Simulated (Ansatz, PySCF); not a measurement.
Lewis adduct: GaH3 (SMILES [GaH3]) (first 4 atoms) with CH4O (SMILES CO); geometry from B3LYP-D3(BJ)/def2-TZVP.
(charge 0, multiplicity 1):
```
atom    x (Å)    y (Å)    z (Å)
----  -------  -------  -------
Ga    -0.0601  -0.8509   0.7034
H     -1.2918   0.0285   0.2673
H     -0.3459  -2.2027   1.4766
H      1.3315  -0.6872  -0.0221
C     -0.3798   0.2670   3.5886
O      0.5015   0.3143   2.4512
H     -0.4519  -0.7478   3.9819
H     -1.3544   0.5868   3.2298
H     -0.0296   0.9544   4.3586
H      1.3991   0.0824   2.7165
```

Monomers are frozen at their geometry in the pair; levels with a basis set take the counterpoise correction.

Programs: Ansatz (a quantum-chemistry and plane-wave program); PySCF for the dispersion terms. Each number belongs to the level named beside it.

### Question
What is the computed interaction energy (B3LYP-D4/def2-TZVPPD)?

### Answer
-17.8 kcal/mol

### Question
Estimate the interaction energy that revPBE/def2-TZVPPD returns for this input.

### Answer
-12.2 kcal/mol

### Question
Estimate the interaction energy that BHLYP/def2-TZVPPD returns for this input.

### Answer
-17.0 kcal/mol
